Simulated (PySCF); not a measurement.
## Correlation energy of Mg (magnesium, neutral)

[Ne] 3s1 3p1, high-spin 3P determinant (an excited configuration). Computed with PySCF 2.14 in aug-cc-pCVTZ (8s7p5d3f, 75 functions), with no relativity, point nucleus. Frozen: 1s2; 10 electrons correlated.

| level | correlation energy (mhartree) |
| --- | --- |
| CCSD | -271.14 |
| (T) | -2.25 |
| CCSD(T) | -273.39 |

Diagnostics: T1 = 0.0056, D1 = 0.0222, largest double amplitude 0.033.

Is a single reference adequate?

Yes: T1 lies below 0.03 and no double amplitude reaches 0.07.
